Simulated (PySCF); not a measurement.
Worked example: chemical shift, span and skew from a shielding tensor

C2H8N, SMILES CC[NH3+], charge +1. Atoms are numbered in the order given.

```xyz
11

C     -0.2679    -1.2960     0.0000
C      0.6049    -0.0576     0.0000
N     -0.2433     1.2059     0.0000
H      0.3810    -2.1841     0.0000
H     -0.9033    -1.3531    -0.8980
H     -0.9033    -1.3531     0.8980
H      1.2443     0.0083     0.8917
H      1.2443     0.0083    -0.8917
H      0.3313     2.0611     0.0000
H     -0.8568     1.2467     0.8277
H     -0.8568     1.2467    -0.8277
```
Charge +1, spin multiplicity 1.

The structure is a stationary point at B3LYP-D3(BJ)/def2-SVP. The isomer is the one that the SMILES or the coordinates give; other isomers of the formula were not compared.

GIAO shieldings from B3LYP/pcSseg-1 (PySCF), non-relativistic, no solvent. The symmetric part of the tensor of N3 has the principal values 184.3, 191.4, 219.1 ppm. The same nucleus in NH3 has σ = 265.5 ppm at this level (PySCF, at its B3LYP-D3(BJ)/def2-TZVP geometry).

Question: Work out the isotropic shielding, the ¹⁵N shift against NH3, the span and the skew.

Answer: 
σ(iso) = (σ11 + σ22 + σ33)/3 = 198.3 ppm. δ = σ(ref) − σ(iso) = 265.5 − (198.3) = 67.2 ppm.
Span Ω = σ33 − σ11 = 34.8 ppm. Skew κ = 3(σ(iso) − σ22)/Ω = 0.59. Tumbling in solution averages the tensor to δ; in a static solid the shielding alone would spread this spin-1/2 line over Ω.
